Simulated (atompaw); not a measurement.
Plane-wave convergence, PAW (atompaw) potential for neodymium (Nd)

| Item | Value |
| --- | --- |
| Element | Nd |
| Generator | atompaw 4.2.0.5 |
| Type | PAW |
| Functional | PBEsol |
| Relativity | scalar-relativistic |
| Frozen core | [Kr] 4d10 |
| Valence charge | 14 |
| Reference configuration | 4f4 5s2 5p6 5d0 6s1 6p0 (charge +1) |
| Partial waves | 5s (bound): rc 2.35 bohr; 6s (bound): rc 2.90 bohr; 5p (bound): rc 2.15 bohr; 6p (bound, empty): rc 2.90 bohr; 5d (bound, empty): rc 2.90 bohr; 5d channel at -0.1 Ry: rc 2.90 bohr; 4f (bound): rc 1.75 bohr; 4f channel at -0.1 Ry: rc 1.75 bohr |
| Local potential | bessel scheme, radius 2.70 bohr |
| Core correction | smooth core density matched at 2.70 bohr |
| Augmentation charge | besselshape compensation charge, radius 2.70 bohr; PAW radius 2.90 bohr; waves and projectors: custom polynom2 7 10 vanderbiltortho |

The pseudo-atom Hamiltonian at the reference potential is diagonalised in spherical Bessel functions j_l(qr) that vanish at 20 bohr, with q² up to the cutoff. All-electron valence levels (Ry): 5s -3.4158, 6s -0.6026, 5p -2.0630, 6p -0.3829, 5d -0.5386, 4f -0.5657.

**Question.** How do the lowest levels (Ry) of each channel move with the cutoff, and are there ghosts?

**Answer.**

| cutoff (Ry) | s #1 | s #2 | p #1 | p #2 | p #3 | d #1 | d #2 | f #1 | Σ f·Δε (mRy) |
| --- | --- | --- | --- | --- | --- | --- | --- | --- | --- |
| 8 | -3.4021 | -0.6018 | -1.9963 | -0.3805 | -0.1278 | -0.5188 | -0.1487 | -0.0838 | 2355.7 |
| 18 | -3.4153 | -0.6024 | -2.0629 | -0.3826 | -0.1287 | -0.5364 | -0.1515 | -0.4758 | 360.7 |
| 35 | -3.4158 | -0.6025 | -2.0630 | -0.3828 | -0.1287 | -0.5383 | -0.1518 | -0.5603 | 21.4 |
| 55 | -3.4158 | -0.6026 | -2.0630 | -0.3828 | -0.1288 | -0.5385 | -0.1518 | -0.5617 | 15.4 |
| 80 | -3.4158 | -0.6026 | -2.0630 | -0.3829 | -0.1288 | -0.5385 | -0.1518 | -0.5627 | 11.6 |
| 120 | -3.4158 | -0.6026 | -2.0630 | -0.3829 | -0.1288 | -0.5385 | -0.1519 | -0.5632 | 9.4 |
| 200 | -3.4158 | -0.6026 | -2.0630 | -0.3829 | -0.1288 | -0.5385 | -0.1519 | -0.5650 | 2.4 |
| 350 | -3.4158 | -0.6026 | -2.0630 | -0.3829 | -0.1288 | -0.5385 | -0.1519 | -0.5655 | 0.3 |
| 400 | -3.4158 | -0.6026 | -2.0630 | -0.3829 | -0.1288 | -0.5385 | -0.1519 | -0.5656 | 0.0 |

Result: no extra level below or beside the all-electron valence levels (s, p, d, f tested); 10 mRy is reached at 120 Ry and 1 mRy at 260 Ry.
